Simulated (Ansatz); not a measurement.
CH₆F₂GeSi (`[CH3][Ge]([F])([F])[SiH3]`). Charge 0, multiplicity 1. All single points use the PBE0-D4/def2-TZVP geometry.

```xyz
11

C    -0.772    1.290    1.138
Ge   -0.287   -0.441    0.433
F     0.502   -1.307    1.721
F    -1.769   -1.324    0.200
Si    1.035   -0.729   -1.536
H    -1.377    1.142    2.034
H     0.124    1.856    1.397
H    -1.350    1.848    0.401
H     2.349   -0.070   -1.326
H     1.213   -2.179   -1.785
H     0.332   -0.086   -2.676
```

**Question.** What is the dipole moment at ωB97M-V/def2-TZVPP? (An estimate is asked.)

**Answer.** Ansatz gave: 3.24 D, with components (1.02, 2.66, -1.55) D in this frame, pointing from negative to positive charge.

**Question.** And with PBE, r2SCAN, B3LYP? (An estimate is asked.)

**Answer.** Computed: PBE 3.05 D, r2SCAN 3.16 D, B3LYP 3.24 D.

**Question.** Give the Mulliken charges with ωB97M-V, B3LYP, PBE in def2-TZVPP. (An estimate is asked.)

**Answer.** Computed: 
```csv
atom,ωB97M-V,B3LYP,PBE
C1,-0.45,-0.40,-0.39
Ge2,0.79,0.86,0.79
F3,-0.38,-0.39,-0.35
F4,-0.38,-0.39,-0.35
Si5,0.00,0.08,0.00
H6,0.15,0.13,0.13
H7,0.13,0.12,0.12
H8,0.13,0.11,0.12
H9,0.00,-0.04,-0.03
H10,0.01,-0.03,-0.02
H11,0.00,-0.04,-0.03
```

B3LYP here is the variant with VWN-RPA as its local correlation; programs differ in this.
